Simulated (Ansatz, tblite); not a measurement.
Cost and result up the ladder for SbCl3 (4 atoms). The state is a singlet with charge 0. Geometry: PBE0-D4/def2-SVP.

```xyz
4

Sb    0.362   -0.744   -0.275
Cl    0.122    1.060   -1.782
Cl    1.364    0.450    1.500
Cl   -1.848   -0.765    0.557
```

Ansatz on 4 threads of Intel Xeon Platinum 8259CL on a shared host; xTB runs through tblite on one thread. Times are rough, summed over both states, and most runs start from the orbitals of an earlier one. PBE0-D4/def2-TZVP serves as the yardstick here, not as an exact answer. The other state is a triplet.

In the def2 sets Sb takes a core potential; there is no spin–orbit coupling. The xTB rows come from tblite. HOMO above LUMO, or a gap near zero within one spin, warns that the state may not be the lowest or that an electron is smeared out.

xTB has no spin-polarisation term.

```csv
level,functions,wall time,vertical triplet (eV),difference from PBE0-D4/def2-TZVP (eV),remarks
GFN1-xTB,36,0.02 s,6.07,1.57,–
GFN2-xTB,36,0.025 s,4.50,0.00,–
PBE-D4/def2-TZVP (with forces),161,6.1 s,4.37,-0.13,gap within one spin near zero (triplet)
r2SCAN-D4/def2-TZVP,161,12 s,4.45,-0.05,–
PBE0-D4/def2-TZVP,161,13 s,4.50,0.00,–
```
